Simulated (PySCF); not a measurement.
Fill in the blanks.

Compound: C₇H₉NO.
Atom-mapped SMILES: `[CH2:1]=[CH:2][C:3](=[CH2:4])/[CH:5]=[CH:6]/[C:7]([NH2:8])=[O:9]` (hydrogens: H10, H11 on C1; H12 on C2; H13, H14 on C4; H15 on C5; H16 on C6; H17, H18 on N8)

Conformer (atom-mapped SMILES and torsion angles): `[CH2:1]=[CH:2][C:3](=[CH2:4])/[CH:5]=[CH:6]/[C:7]([NH2:8])=[O:9]`: C1–C2–C3–C4 149°, C2–C3–C5–C6 -27°, C5–C6–C7–N8 179°, H–N8–C7–C6 180°, H–N8–C7–C6 -1°.

```tsv
property	level	value
point group of the GFN2-xTB geometry	GFN2-xTB	?
rotational constants A, B, C of the GFN2-xTB geometry	GFN2-xTB	?
dipole moment	PBE0/pcSseg-1	?
HOMO energy	PBE0/pcSseg-1	?
LUMO energy	PBE0/pcSseg-1	?
13C chemical shifts (computed TMS as zero) by class	GIAO PBE0/pcSseg-1	166.5 (C7), 151.5 (C3), 151.4 (C5), 144.6 (C2), 129.4 (C6), 128.8 (C4), 127.2 (C1) ppm
1H chemical shifts (computed TMS as zero) by class	GIAO PBE0/pcSseg-1	?
isotropic shieldings of nuclei other than C and H, by class	GIAO PBE0/pcSseg-1	?
```

Electronic properties: PySCF, gas phase, density fitting.

Problem. The point group of the GFN2-xTB geometry?

Solution. C1.

Problem. The HOMO energy?

Solution. -6.77 eV.

Problem. The rotational constants A, B, C of the GFN2-xTB geometry?

Solution. 3.050, 0.889, 0.718 GHz.

Problem. What is the dipole moment?

Solution. 3.69 D.

Problem. What are the 1H chemical shifts (computed TMS as zero) by class?

Solution. 7.75 (H15), 6.79 (H12), 6.04 (H16), 5.85 (H11), 5.71 (H13), 5.68 (H10), 5.61 (H14), 4.77 (H18), 4.62 (H17) ppm.

Problem. The LUMO energy?

Solution. -1.61 eV.

Problem. Give the isotropic shieldings of nuclei other than C and H, by class.

Solution. 151 (N8), -51 (O9) ppm.

The dipole matches unit charges of opposite sign 0.77 Å apart (1 e·Å = 4.8032 D). The rotational constants make it an asymmetric top with κ = (2B − A − C)/(A − C) = -0.85, nearer the prolate limit (−1). With B = h/(8π²I), that is 505.379 GHz u Å² over I, the principal moments of inertia are 165.7, 568.5 and 703.7 u Å² (most abundant isotopes).

For the NMR shielding job (PBE0/pcSseg-1), time: 28 s. Hardware: one thread, Arm Neoverse V2, on a shared host.

One conformer stands for the species.
